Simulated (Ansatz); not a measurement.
Basis-set extrapolation for ClH₆NOSi₂ (`O[SiH2]N[SiH2]Cl`) (PBE0-D4/def2-TZVP geometry, frozen core, Ansatz 0.2.0). Multiplicity 1, RHF reference.

|  | def2-TZVPP | def2-QZVPP |
| --- | --- | --- |
| HF | -1170.439803 | -1170.478108 |
| MP2 correlation | -0.884794 | -0.958898 |
| CCSD(T) correlation | -0.971605 | not run |

Energies in hartree. Use E(X) = E(∞) + A·exp(−7.88·√X) for Hartree–Fock and E(X) = E(∞) + B·X^(−2.97) for correlation, with X = 3 and 4, and add CCSD(T) minus MP2 of the smaller set to the MP2 limit.

What is the CCSD(T) energy at the basis-set limit?

HF limit: -1170.478108 + (-0.038305) × 0.13774 = -1170.48338. MP2 limit: -0.958898 + (-0.074104) × 0.74074 = -1.01379. Higher-order term: -0.971605 − (-0.884794) = -0.08681. Total: -1171.58398 hartree, 108.3 kcal/mol below CCSD(T)/def2-TZVPP.
